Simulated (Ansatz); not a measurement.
Wavefunction ladder for CH₄FNOSi (`OC1(F)N[SiH2]1`)

Z-matrix (Å, degrees):
```
C
F 1 1.383
N 1 1.435 2 112.4
O 1 1.359 2 109.8 3 -134.0
Si 1 1.845 2 117.3 3 69.3
H 3 1.011 1 119.5 2 -18.4
H 4 0.966 1 108.6 2 78.0
H 5 1.480 1 117.5 2 4.2
H 5 1.478 1 126.1 2 163.2
```

The species carries charge 0 and has multiplicity 1. The structure was optimised at the PBE0-D4/def2-TZVP level. It is one conformer, not always the lowest. Frozen core, restricted reference, Ansatz 0.2.0. CBS rows extrapolate triple and quadruple zeta; past MP2 they add the triple-zeta difference.

```json
{"basis": "def2-SVP", "HF (Eh)": "-557.52595", "MP2 corr.": "-0.76214"}
{"basis": "def2-TZVPP", "HF (Eh)": "-557.96192", "MP2 corr.": "-0.97393"}
{"basis": "def2-QZVPP", "HF (Eh)": "-557.98329", "MP2 corr.": "-1.05250"}
```

Estimate the CCSD correlation energy and the (T) correction in each basis where they were run (hartree).


```tsv
basis	CCSD corr.	(T)
def2-SVP	-0.79637	-0.02157
def2-TZVPP	-0.99711	-0.03880
CBS(def2)	-1.13389	as TZ
```
